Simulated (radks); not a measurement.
Species: neutral indium. Configuration: [Kr] 4d9 5s2 5p1 6p1 (not the ground configuration). Calculated with a radial shooting solver on a logarithmic mesh with Libxc functionals: Dirac Kohn-Sham, LDA (Slater exchange, Perdew-Zunger correlation), spin-unpolarised, spherical densities, point nucleus; open shells fill j = l - 1/2 first.

X-ray form factor f0, the Fourier transform of the density (f0(0) = 49):

sin(theta)/lambda (1/angstrom)  f0 (electrons)
0.05                                    47.288
0.1                                     45.033
0.15                                    42.288
0.2                                     39.341
0.25                                    36.502
0.3                                     33.860
0.4                                     29.233
0.5                                     25.512
0.6                                     22.644
0.8                                     18.743
1                                       16.011
1.25                                    13.069
1.5                                     10.510
2                                        7.124
